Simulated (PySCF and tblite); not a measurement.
C₆H₉NOS, numbered as in [N:1]#[C:2][C@H:3]1[CH2:4][CH2:5][CH2:6][CH2:7][S@@:8]1=[O:9].

Level: PBE0-D3(BJ)/pcSseg-1 (IEF-PCM, acetonitrile)//GFN2-xTB, thermal terms from GFN2-xTB, symmetry numbers and mirror pairs counted. Conformers within 2.5 kcal/mol (GFN2-xTB free energy) were kept, 4 at most. GIAO shieldings: PBE0/pcSseg-1 (IEF-PCM, acetonitrile). Shifts are against TMS (¹H), TMS (¹³C), NH3 (¹⁵N) at the same level; of two unlike H on one atom, a is the less shielded. Programs: PySCF with density fitting and tblite.

(1) Predict the averaged NMR shifts at 298.15 K.

(2) How do the conformers differ?

(3) Which signal moves most, for its nucleus, between 250 and 350 K through the change of populations alone?

Unscaled ¹⁵N shifts at such levels can be off by tens of ppm; differences between conformers or isomers are more reliable. Shifts are unscaled: against experiment ¹³C can be off by 15 ppm or more and ¹H by 0.8 ppm.

## Answers

(1) ¹H: 3.74 (H3, 1H), 3.06 (H7a, 1H), 3.05 (H7b, 1H), 2.65 (H4a, 1H), 2.46 (H6a, 1H), 2.12 (H4b, 1H), 1.88 (H5a, 1H), 1.85 (H6b, 1H), 1.75 (H5b, 1H) ppm. ¹³C: 127.6 (C2), 53.9 (C7), 49.3 (C3), 26.7 (C5), 23.3 (C4), 19.2 (C6) ppm. ¹⁵N: 300.1 (N1) ppm.

(2) The 6-ring runs over atoms 3–4–5–6–7–8.
| conformer | shape | weight % |
| --- | --- | --- |
| 1 | 6-ring chair (C2, O9 axial) | 93.4 |
| 2 | 6-ring chair (all substituents equatorial) | 6.6 |

| signal | 1 | 2 | average |
| --- | --- | --- | --- |
| H3 | 3.76 | 3.52 | 3.74 |
| H4a | 2.66 | 2.42 | 2.65 |
| H4b | 2.14 | 1.70 | 2.12 |
| H5a | 1.88 | 1.90 | 1.88 |
| H5b | 1.76 | 1.55 | 1.75 |
| H6a | 2.48 | 2.15 | 2.46 |
| H6b | 1.86 | 1.64 | 1.85 |
| H7a | 3.06 | 3.03 | 3.06 |
| H7b | 3.01 | 3.67 | 3.05 |
| C2 | 127.5 | 129.8 | 127.6 |
| C3 | 48.5 | 60.1 | 49.3 |
| C4 | 22.6 | 32.4 | 23.3 |
| C5 | 26.4 | 30.3 | 26.7 |
| C6 | 18.6 | 27.2 | 19.2 |
| C7 | 53.0 | 66.1 | 53.9 |
| N1 | 300.8 | 290.8 | 300.1 |

(3) C7: 53.5 ppm at 250 K, 53.9 ppm at 298.15 K, 54.3 ppm at 350 K.


¹⁵N shifts are against a computed isolated NH3 molecule, about 20 ppm from the liquid.

Conformer gaps in pcSseg-1 on xTB geometries can be 2 kcal/mol off for S=O, P=O and other polar bonds.